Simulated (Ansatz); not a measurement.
Consider the redistribution: `C=C[SiH2]CN` + `FBB(F)F` → `NC[SiH2]BF` + `C=CB(F)F`.

Isolated molecules relaxed with PBE0-D4/def2-TZVP in Ansatz; ΔE leaves out vibrations. CCSD(T)/CBS adds triple-zeta CCSD(T) − MP2 to the extrapolated MP2 energy (def2 sets, frozen cores). DFT in def2-TZVPP. Each species was taken in one conformer, which may not be the lowest.

`C=C[SiH2]CN`:

Cartesian coordinates in Å:
```
C -1.270 2.133 0.515
C -0.511 1.075 0.792
Si -0.760 -0.594 0.004
C 0.759 -1.094 -1.006
N 2.004 -1.188 -0.235
H -2.098 2.072 -0.187
H -1.106 3.103 0.977
H 0.295 1.208 1.514
H -0.945 -1.623 1.070
H -1.994 -0.530 -0.833
H 0.576 -2.057 -1.493
H 0.910 -0.381 -1.823
H 2.244 -0.290 0.166
H 1.896 -1.833 0.539
```

`FBB(F)F`:

```xyz
6

F     1.020   -0.723   -1.429
B     0.037   -0.677   -0.546
B    -0.066    0.645    0.547
F    -0.762    1.731    0.263
F     0.514    0.615    1.734
H    -0.743   -1.591   -0.568
```

`NC[SiH2]BF`:

```xyz
12

N     1.449   -1.408   -0.793
C     0.127   -0.819   -0.623
Si    0.215    0.760    0.406
B    -1.609    1.576    0.793
F    -2.715    0.988    0.362
H     1.859   -1.643    0.101
H     1.402   -2.263   -1.333
H    -0.264   -0.537   -1.607
H    -0.626   -1.489   -0.178
H     0.860    0.453    1.721
H     1.068    1.784   -0.261
H    -1.767    2.597    1.412
```

`C=CB(F)F`:

```xyz
8

C    -0.725    0.146    1.026
C    -0.219   -0.509   -0.018
B     0.810    0.146   -0.963
F     1.313   -0.503   -2.000
F     1.235    1.386   -0.779
H    -1.449   -0.304    1.698
H    -0.427    1.167    1.246
H    -0.538   -1.530   -0.209
```

```
             level  ΔE (eV)
           PBE0-D4    -0.35
               PBE    -0.35
SCS-MP2/def2-QZVPP    -0.27
     MP2/CBS(def2)    -0.27
```

(1) What does CCSD(T)/CBS give? (An estimate is asked.)

Largest T1 diagnostic among the species: 0.014.

Answers

(1) Ansatz gave: -0.31 eV. The listed levels differ from it by -0.04, -0.04, 0.04, 0.04 eV.

The D4 term adds +0.03 eV with B3LYP and +0.02 eV with PBE0; it sums over pairs of atoms, weighted by their polarisabilities, and B3LYP, whose exchange is more repulsive, gets the larger term. In def2-TZVPP, CCSD(T) changes the Hartree–Fock value by +0.05 eV (the triples alone add +0.01 eV) and MP2 by +0.08 eV.

B3LYP here is the variant with VWN-RPA as its local correlation; programs differ in this.
